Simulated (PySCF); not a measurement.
GeH6O2Si. Atoms are numbered in the order given.

```xyz
10

O      1.8387     0.2623     0.5143
Ge     0.5862    -0.7795    -0.1824
O     -0.8435     0.2113    -0.5276
Si    -1.7246     1.3156     0.3458
H      2.1660     0.9273    -0.1011
H      1.0046    -1.3625    -1.5388
H      0.2700    -1.7946     0.9191
H     -3.0753     1.4285    -0.2754
H     -1.0688     2.6589     0.3271
H     -1.8717     0.8776     1.7695
```
Charge 0, spin multiplicity 1.

Geometry optimised at PBE0-D3(BJ)/def2-SVP. The structure was generated by enumeration, and PubChem lists no compound with its InChIKey, so it may never have been made. The values are those of a single conformer.

All values below come from PySCF with PBE/pcSseg-1.

GIAO shieldings, no solvent; atoms listed in one row are averaged. δ = σ(ref) − σ: ¹⁷O against H2O (σ = 334.3 ppm); ⁷³Ge against GeH4 (σ = 1614.4 ppm); ²⁹Si against TMS (σ = 335.4 ppm); ¹H against TMS (σ = 31.49 ppm), references at their B3LYP-D3(BJ)/def2-TZVP geometries, non-relativistic.

Computed chemical shifts:
| nucleus | atoms | count | δ (ppm) |
|---|---|---|---|
| ¹⁷O | O1 | 1 | 68.2 |
| ¹⁷O | O3 | 1 | 56.9 |
| ⁷³Ge | Ge2 | 1 | 356.8 |
| ²⁹Si | Si4 | 1 | -35.8 |
| ¹H | H6 | 1 | 6.16 |
| ¹H | H7 | 1 | 5.84 |
| ¹H | H8, H9, H10 | 3 | 5.55 |
| ¹H | H5 | 1 | 1.68 |
